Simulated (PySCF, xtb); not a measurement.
CH3Se, SMILES C[Se] (connectivity only; charge and spin as stated), charge -1, multiplicity 1.

Harmonic wavenumbers (cm⁻¹) from GFN2-xTB in xtb at its own minimum, in rising order: 579, 928, 928, 1296, 1469, 1469, 2990, 2991, 2992.

Task: What does PySCF with PBE-D3(BJ)/def2-TZVPD give at its own minimum? (The exact figures need the calculation; the answer reports its results.)

Result: 559, 831, 831, 1202, 1415, 1415, 2931, 2995, 2995. Paired by order, the mean absolute difference is 54 cm⁻¹ and the zero-point energies are 22.4 and 21.7 kcal/mol.
